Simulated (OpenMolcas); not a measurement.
5s2 5p2 along the 50-electron sequence

```yaml
Program: OpenMolcas 26.06
Method: CASSCF
Basis: ANO-R2
Scalar_Hamiltonian: X2C, finite nucleus
Spin-orbit_coupling: RASSI with atomic mean-field integrals over the reference wave functions, term energies averaged over their components
```

Active space for each ion: 4 electrons in 4 orbitals (5s 5p).

Computed levels in cm-1 above 3P0:

| Level | Sb+ | Te2+ | I3+ | Xe4+ |
| --- | --- | --- | --- | --- |
| 3P1 | 2604 | 4068 | 5847 | 8018 |
| 3P2 | 5236 | 7655 | 10377 | 13472 |
| 1D2 | 14363 | 18539 | 23138 | 28403 |
| 1S0 | 23359 | 29370 | 35604 | 42376 |
| weight of 3P in the lowest level (%) | 96 | 94 | 93 | 91 |

Measured, with the error of the calculation in %. Measured levels: Sb+ from NIST Handbook of Basic Atomic Spectroscopic Data; Te2+ from the list in Zhang, Palmeri, Quinet and Biemont, Astron. Astrophys. 551, A136 (2013); Xe4+ from Saloman, J. Phys. Chem. Ref. Data 33, 765 (2004).

```tsv
Level	Sb+	Te2+	Xe4+
3P1	3055 (-14.8)	4757 (-14.5)	9292 (-13.7)
3P2	5658 (-7.5)	8167 (-6.3)	14127 (-4.6)
1D2	12790 (+12.3)	17360 (+6.8)	28411 (0)
1S0	23906 (-2.3)	30398 (-3.4)	44470 (-4.7)
```

The fine-structure level 3P2 changes by a factor of 2.57 from Sb+ to Xe4+. Its fourth root runs 8.51, 9.35, 10.09, 10.77, with steps per unit of Z of 0.85, 0.74, 0.68; equal steps would mean a (Z - σ)^4 law with constant σ.

1D2 changes by a factor of 1.98 over the same range, with steps per unit of Z of +4180, +4600, +5260 cm-1.

Measured partners are found by configuration, term and J. A level has none where our copy of the source lacks it or the pairing is in doubt (some pairs that miss far off the trend of their configuration count as doubtful), and it then counts in no deviation. Only configurations of the active space appear.
